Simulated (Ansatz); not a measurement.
`N=C=C([SiH3])Cl` + H₂O → `N=C=C(O)[SiH3]` + HCl  (formal hydrolysis of a C–Cl bond)

Computed with Ansatz on PBE0-D4/def2-TZVP structures; ΔE is electronic, products minus reactants. CBS: MP2 limit from def2 TZ/QZ plus the TZ coupled-cluster correction, frozen cores. This one scheme is used for every species. DFT in def2-TZVPP. B3LYP here is the variant with VWN-RPA as its local correlation; programs differ in this. One conformer a species, not always the lowest.

Problem. Is it downhill or uphill in electronic energy at CCSD(T)/CBS, and by how much? (Estimate.)

Solution. Computed: Uphill: ΔE = +10.1 kcal/mol.

Problem. What do these levels give: B3LYP-D4, BHLYP-D4, PBE-QIDH, r2SCANh, BHLYP, SCS-MP2/def2-TZVPP? (Estimate.)

Solution. The calculation gave: B3LYP-D4 8.6, BHLYP-D4 8.8, PBE-QIDH 9.6, r2SCANh 8.4, BHLYP 7.8, SCS-MP2/def2-TZVPP 10.2 kcal/mol.

Largest T1 diagnostic among the species: 0.014.

The D4 term adds +0.9 kcal/mol with B3LYP and +0.5 kcal/mol with PBE0; it sums over pairs of atoms, weighted by their polarisabilities, and B3LYP, whose exchange is more repulsive, gets the larger term. At CCSD(T), def2-SVP lies −5.4 kcal/mol from the extrapolated value and def2-TZVPP −1.4 kcal/mol.
